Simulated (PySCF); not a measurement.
Telling isomers of C$_{7}$H$_{7}$OP apart by NMR

Equivalent nuclei averaged, one computed conformer, gas phase, non-relativistic. Structure optimised with GFN2-xTB; σ from GIAO-PBE0/pcSseg-1; PySCF 2.14.0 with density-fitted response routines.

Scale: 1H (31.72 ppm), 13C (186.93 ppm) vs TMS (reference shieldings calculated alike). Splittings of carbon signals by F and P are missing where no couplings were computed. Where no couplings were computed, multiplicities follow the n + 1 count of equivalent neighbours, and m marks all less simple cases (inequivalent or close neighbours, rings, F or P nearby). Shifts are as computed. Against solution values, carbons near 30 ppm lie about +3 ppm off and those near 130 ppm about +5 ppm. Of 1211 compounds with measured shifts, 218 miss one by over three times the rms of a fit or turn the order of signals round; such compounds aren't used in these exercises.

(1) Tabulate the signals of `C#Cc1pc(C)oc1C`, `CC(=O)c1ccccp1`, `C#CP(C)c1ccoc1`, `C=Cc1ocpc1C=C` and their relative energies.

(2) What is the quickest way to tell C#CP(C)c1ccoc1 from C=Cc1ocpc1C=C?

(3) What is the quickest way to tell C#Cc1pc(C)oc1C from C=Cc1ocpc1C=C?

(4) What is the quickest way to tell CC(=O)c1ccccp1 from C#CP(C)c1ccoc1?

## Answers

(1) 
```json
{"SMILES": "C#Cc1pc(C)oc1C", "carbon types": "4×C 1×CH 2×CH3", "δC": "203.9, 171.7, 124.0, 93.5, 82.1, 21.4, 17.2", "δH": "3.15 (s, 1H), 2.73 (m, 3H), 2.68 (s, 3H)", "E rel. (kcal/mol)": "44.6"}
{"SMILES": "CC(=O)c1ccccp1", "carbon types": "2×C 4×CH 1×CH3", "δC": "200.4, 172.5, 163.7, 141.5, 141.5, 135.0, 30.7", "δH": "9.31 (m, 1H), 9.25 (m, 1H), 8.23 (m, 1H), 8.01 (m, 1H), 2.95 (s, 3H)", "E rel. (kcal/mol)": "0.0"}
{"SMILES": "C#CP(C)c1ccoc1", "carbon types": "2×C 4×CH 1×CH3", "δC": "147.6, 146.0, 131.1, 120.9, 100.2, 91.1, 18.3", "δH": "7.55 (m, 1H), 7.28 (m, 1H), 6.97 (m, 1H), 2.46 (m, 1H), 1.64 (m, 3H)", "E rel. (kcal/mol)": "58.1"}
{"SMILES": "C=Cc1ocpc1C=C", "carbon types": "2×C 3×CH 2×CH2", "δC": "189.0, 162.1, 148.3, 135.7, 129.7, 123.0, 121.9", "δH": "8.77 (m, 1H), 7.09 (m, 1H), 7.04 (m, 1H), 6.57 (m, 1H), 6.31 (m, 1H), 5.66 (m, 1H), 5.60 (m, 1H)", "E rel. (kcal/mol)": "37.0"}
```

Energies are electronic energies at PBE0/pcSseg-1 on these geometries, without zero-point or thermal terms, each for the one conformer computed, which needn't be the lowest.

(2) Both give the same number of carbon signals, but DEPT or the intensities differ. The first has a methyl carbon bonded to P (CH3) at 18.3 ppm, the second a terminal =CH2 carbon at 123.0 ppm. Their most deshielded carbons lie at 147.6 and 189.0 ppm. In the proton spectra the most deshielded non-exchanging signals are 7.55 (m, 1H) and 8.77 (m, 1H).

(3) Both give the same number of carbon signals, but DEPT or the intensities differ. The first has an alkyne carbon (C) at 82.1 ppm, the second an aromatic CH next to the ring oxygen at 189.0 ppm. Their most deshielded carbons lie at 203.9 and 189.0 ppm. In the proton spectra the most deshielded non-exchanging signals are 3.15 (s, 1H) and 8.77 (m, 1H).

(4) Both give the same number of carbon signals, with the same numbers of each carbon type, so the positions decide. The first has a ketone carbonyl carbon (C) at 200.4 ppm, the second an alkyne carbon (C) at 91.1 ppm. Their most deshielded carbons lie at 200.4 and 147.6 ppm. In the proton spectra the most deshielded non-exchanging signals are 9.31 (m, 1H) and 7.55 (m, 1H).
